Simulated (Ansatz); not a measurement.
Reactions of `CO[SiH2][SiH2]O`.

Computed with Ansatz on PBE0-D4/def2-TZVP structures; ΔE is electronic, products minus reactants. CCSD(T)/CBS adds triple-zeta CCSD(T) − MP2 to the extrapolated MP2 energy (def2 sets, frozen cores). This one scheme is used for every species. Double bonds are as drawn, so ΔE can hold a change between cis and trans. Triplets are unrestricted, without spin–orbit coupling. def2 core potentials past Kr. For Sn outer-core shells are correlated without core-valence functions, which leaves a few kJ/mol of doubt a bond. One conformer a species, not always the lowest.

Question: Order these by ΔE at CCSD(T)/CBS, lowest first. (Best estimate.)
A. `CO[SiH2][SiH2]O` → `[CH2]` (triplet) + `O[SiH2][SiH2]O`
B. `CO[SiH2][SiH2]O` → `OC([SiH3])O[SiH3]`
C. `CO[SiH2][SiH2]O` + `C[O][SnH]([F])[Cl]` → `CO[SiH2][SiH3]` + `C[O][Sn]([OH])([F])[Cl]`
D. `CO[SiH2][SiH2]O` + H₂S → `O[SiH2][SiH2]S` + CH₃OH
E. `CO[SiH2][SiH2]O` + `CO[SiH2]S` → `CO[SiH2]S[SiH2]OC` + silanol
F. `CO[SiH2][SiH2]O` + `C/C(F)=C\O` → `CO[SiH2][SiH](O)F` + `C/C=C/O`
G. `CO[SiH2][SiH2]O` + `C=CC(=C)[SiH3]` → `C=C[SiH2][SiH2]O` + `C=C([SiH3])OC`
H. `CO[SiH2][SiH2]O` + `CNB(C)O` → `CO[SiH](O)[SiH2]O` + `CBNC`

Answer: F (-57.3 kcal/mol), E (-21.5 kcal/mol), H (-0.8 kcal/mol), D (+4.9 kcal/mol), C (+13.6 kcal/mol), G (+28.6 kcal/mol), B (+35.2 kcal/mol), A (+90.4 kcal/mol).

Largest T1 diagnostic: 0.014, for `C[O][Sn]([OH])([F])[Cl]`.
